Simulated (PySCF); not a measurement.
Computed with PBE-D3(BJ)/def2-TZVP // PBE-D3(BJ)/def2-SVP in PySCF. Isolated molecules, 0 K electronic values unless said otherwise. One relaxed conformer stands for a flexible species; it need not be the lowest. 

Reference species: [Zn(SH)2] (neutral, multiplicity 1).

The coordination number is 2 and the LUMO is -1.90 eV. The mean distance from the central atom to its bonded neighbours is 2.181 Å.

Changed species: [Zn(H)(SH)] (1 of 2 H replaced by SH; the reference has 2 of 2 H replaced by SH).

Question: What does the change do to the coordination number, LUMO and mean distance from the central atom to its bonded neighbours?

Answer: the coordination number is nearly the same; the LUMO rises by 0.40 eV, to -1.50 eV; the mean distance from the central atom to its bonded neighbours drops by 0.317 Å, to 1.864 Å.
